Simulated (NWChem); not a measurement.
# Ga anion, triplet

Computed with NWChem. Spin-unrestricted. Medium grid unless said otherwise, to which SCAN and Minnesota functionals are sensitive. The open p shell is one determinant without spherical averaging. No stability test was run on the SCF state. The highest occupied level is positive in some or all of these runs, so the extra electron may be held by the finite basis. Total energies of different functionals are on different scales.

| level | energy (Ha) | highest occupied level (eV) | lowest empty minus highest occupied level, either spin (eV) | <S²> |
|---|---|---|---|---|
| B3LYP/aug-cc-pVDZ | -1924.8470 | 1.01 | 1.08 | 2.00 |
| PBE/aug-cc-pVDZ | -1924.5032 | 1.36 | 0.20 | 2.00 |
| RPBE/aug-cc-pVDZ | -1924.7175 | 1.39 | 0.24 | 2.00 |
| M06-2X/aug-cc-pVDZ | -1924.7892 | 0.40 | 1.61 | 2.01 |
| LRC-wPBEh/aug-cc-pVDZ | -1924.5369 | -0.46 | 3.90 | 2.01 |
| r2SCAN/aug-cc-pVDZ | -1924.7767 | 1.27 | 0.49 | 2.00 |
